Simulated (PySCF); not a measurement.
# Identify the compound

The spectra below were simulated for a compound C4H10OSi3.

1H NMR (500 MHz, computed): δ 9.67 (s, 1H), 4.72 (d, 2H), 4.19 (s, 6H), 1.99 (t, 1H).

13C{1H} NMR (computed): δ 209.3 (CH), 105.8 (CH), 88.5 (C), 29.7 (C).

PySCF calculation with GFN2-xTB geometry and NMR shieldings at PBE0/pcSseg-1/GIAO; non-relativistic, one conformer, rapidly exchanging positions averaged, in vacuum.

Scale: 1H (σ = 31.72 ppm) and 13C (σ = 186.93 ppm) vs TMS (reference shieldings calculated alike).

Which of these isomers gave the spectra?
A. C#C[SiH2]C([SiH3])([SiH3])C=O
B. [SiH3][SiH]([SiH3])c1ccco1
C. C[Si@@H]1C=C(C=O)[Si@@H]1[SiH3]

## Answers

A. 

1. The formula gives 3 degrees of unsaturation (no ring in the answer).
2. 4 carbon signals for 4 carbons: no two carbons are equivalent.
3. Carbon types of the structure: 2 × C, 2 × CH, leaving 8 H on heteroatoms.
4. δC 209.3: aldehyde carbonyl carbon; the double bond to the heteroatom, with no lone-pair donor beside it, deshields it most.
5. δC 105.8: terminal alkyne carbon.
6. δC 88.5: alkyne carbon; sp carbons lie upfield of alkene carbons because the cylindrical π system leaves one tensor component strongly shielded.
7. δH 9.67: hydrogen on an aldehyde carbonyl carbon; deshielded by the polar, anisotropic C=O bond.
8. δH 1.99: hydrogen on a terminal alkyne carbon; it lies on the axis of the triple bond, in its shielding cone.

The others: C[Si@@H]1C=C(C=O)[Si@@H]1[SiH3] would give 6 signals for carbon-bound and other non-exchanging H, not 4; [SiH3][SiH]([SiH3])c1ccco1 would give 5 signals for carbon-bound and other non-exchanging H, not 4.

Shifts are as computed. Against solution values, carbons near 30 ppm lie about +3 ppm off and those near 130 ppm about +5 ppm. Of 1211 compounds with measured shifts, 218 miss one by over three times the rms of a fit or turn the order of signals round; such compounds aren't used in these exercises. Multiplicities follow the n + 1 count of equivalent neighbours, as no J values were calculated; m marks all less simple cases, F and P coupling included.
